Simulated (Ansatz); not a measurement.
Abridged output of a molecular run in Ansatz:

```
Functional definition: HF
1688 factors; integrals over basis functions are off by at most 9.2e-4 eV
mean field evaluation 1: about -15122.0720 eV, gradient 5.0e1 eV
mean field evaluation 2: about -15122.4561 eV, gradient 5.0e1 eV
mean field evaluation 4: about -15127.7591 eV, gradient 5.1e0 eV
mean field evaluation 8: about -15127.8520 eV, gradient 3.4e-1 eV
mean field evaluation 16: about -15127.8526 eV, gradient 1.6e-6 eV
mean field -15127.85263767 eV, -555.9383304075 hartree, gradient 1.6e-6 eV, S^2 0.000000; 0 other end points of the search recorded, 0 dependent functions left out
10 core orbitals not correlated: weight in the atoms' cores, before any rotation towards them, 1.000 or more for the frozen orbitals, at most 0.000 for the correlated occupied ones
reference -15127.85263767 eV, -555.9383304075 hartree; 17, 17 occupied and 254, 254 virtual orbitals, 1688 factors
second order -29.19271737 eV of doubles, -0.00000000 eV of singles
cycle   1  -29.20507897 eV  change   -1.2e-2 eV  update   1.2e-1
cycle   2  -29.90444182 eV  change   -7.0e-1 eV  update   3.6e-2
cycle   3  -30.07322174 eV  change   -1.7e-1 eV  update   1.8e-2
cycle   4  -30.05883158 eV  change    1.4e-2 eV  update   4.6e-3
cycle   5  -30.05688810 eV  change    1.9e-3 eV  update   2.0e-3
cycle   6  -30.05817967 eV  change   -1.3e-3 eV  update   6.0e-4
cycle   7  -30.05783217 eV  change    3.5e-4 eV  update   2.0e-4
cycle   8  -30.05775424 eV  change    7.8e-5 eV  update   6.4e-5
cycle   9  -30.05777552 eV  change   -2.1e-5 eV  update   2.5e-5
perturbative correction -1.27587527 eV, -0.0468875515 hartree
Total energy: -15159.18628846 eV, -557.0898208355 hartree
```

Its atoms:

```xyz
12

C    -1.025    0.575   -1.828
C    -0.314    0.298   -0.748
C     0.109   -1.017   -0.121
Si    0.986    0.123    1.074
O     0.562    0.200    2.645
O     0.242    1.262    0.084
H    -1.431   -0.229   -2.427
H    -1.209    1.599   -2.127
H    -0.723   -1.605    0.269
H     0.713   -1.648   -0.774
H     2.460    0.203    1.086
H    -0.370    0.238    2.866
```

(1) Which basis set was used?
A. def2-TZVPP
B. def2-SVPD
C. cc-pV(Q+d)Z
D. def2-TZVPPD

(2) Write the keys of the input that set method, charge and spin (a neutral closed shell needs none for the last two).

Results:

(1) A. It gives 281 functions.

(2) 
```yaml
correlation: {method: ccsd_t}
```
